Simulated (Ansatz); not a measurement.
Basis-set series for CH$_{8}$BFGaGeNSe, SMILES `[NH2][GeH2][B](CF)[GaH][SeH]`. Charge 0, multiplicity 1. All single points use the PBE0-D4/def2-TZVP geometry. It is one conformer, not always the lowest.

Z-matrix (Å, degrees):
```
Ge
B 1 2.062
N 1 1.855 2 110.2
H 1 1.552 2 110.6 3 126.2
H 1 1.542 2 109.9 3 -115.8
C 2 1.545 1 117.5 3 0.8
Ga 2 2.070 1 123.5 3 176.3
H 3 1.012 1 113.7 2 71.9
H 3 1.012 1 113.2 2 -165.1
F 6 1.397 2 115.3 1 178.5
H 6 1.101 2 110.4 1 -59.4
H 6 1.101 2 110.0 1 56.0
Se 7 2.337 2 115.7 1 -79.5
H 7 1.563 2 131.9 1 98.1
H 13 1.469 7 94.4 2 -0.2
```

| functional | basis | functions | energy (Eh) | HOMO (eV) | LUMO (eV) |
| --- | --- | --- | --- | --- | --- |
| PBE0-D4 | def2-SVP | 192 | -6623.79169 | -7.02 | -2.47 |
| PBE0-D4 | def2-TZVPP | 380 | -6624.85703 | -7.14 | -2.52 |
| ωB97M-V | def2-SVP | 192 | -6624.37134 | -9.11 | -0.50 |
| ωB97M-V | def2-TZVPP | 380 | -6625.44240 | -9.25 | -0.60 |

Task: Give the rows for def2-QZVPP. (Best estimate.)

Result: Ansatz gave: 
| functional | basis | functions | energy (Eh) | HOMO (eV) | LUMO (eV) |
| --- | --- | --- | --- | --- | --- |
| PBE0-D4 | def2-QZVPP | 735 | -6625.00767 | -7.15 | -2.54 |
| ωB97M-V | def2-QZVPP | 735 | -6625.58876 | -9.27 | -0.63 |

Scalar relativity is left out up to krypton.
